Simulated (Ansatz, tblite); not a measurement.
Cost and result up the ladder for Tl₂H⁺ (3 atoms). Total charge 1; singlet. Geometry: PBE0-D4/def2-TZVP.

```xyz
3

Tl    1.750    0.180    1.209
Tl   -1.749   -0.181   -1.209
H     0.000    0.001    0.000
```

Ansatz on 4 threads of Arm Neoverse V1 on a shared host; xTB runs through tblite on one thread. Times are rough, summed over both states, and most runs start from the orbitals of an earlier one. CCSD(T)/def2-TZVPP serves as the yardstick here, not as an exact answer. The other state is a triplet at its own geometry, which has other bonds, so the gap mixes isomer and spin.

In the def2 sets Tl takes a core potential; there is no spin–orbit coupling. The xTB rows come from tblite. B3LYP takes the VWN-RPA correlation. Correlated methods freeze 8 core orbitals; core or outer-core shells of Tl are correlated, in sets that lack core-valence functions. The structure comes from a short search, and lower isomers may exist.

Correlated methods converge slowly with the basis.

xTB has no spin-polarisation term.

```csv
level,functions,wall time,triplet − singlet (eV),difference from CCSD(T)/def2-TZVPP (eV)
GFN2-xTB,9,0.002 s,6.03,3.32
GFN1-xTB,10,0.012 s,4.28,1.57
PBE-D4/def2-TZVP,106,1.8 s,2.59,-0.12
MP2/def2-TZVP,106,1.9 s,2.66,-0.04
BLYP-D4/def2-TZVP,106,2.3 s,2.67,-0.04
B3LYP-D4/def2-TZVP (with forces),106,2.8 s,2.65,-0.05
BHLYP-D4/def2-TZVP,106,2.9 s,2.56,-0.15
CAM-B3LYP-D4/def2-TZVP,106,2.9 s,2.62,-0.09
PBE0-D4/def2-TZVP,106,3.2 s,2.54,-0.17
RPA@PBE/def2-TZVP,106,3.9 s,2.61,-0.10
r2SCAN-D4/def2-TZVP,106,4.7 s,2.42,-0.29
r2SCAN0-D4/def2-TZVP,106,5 s,2.37,-0.34
CCSD(T)/def2-TZVPP,114,14 s,2.71,0.00
```
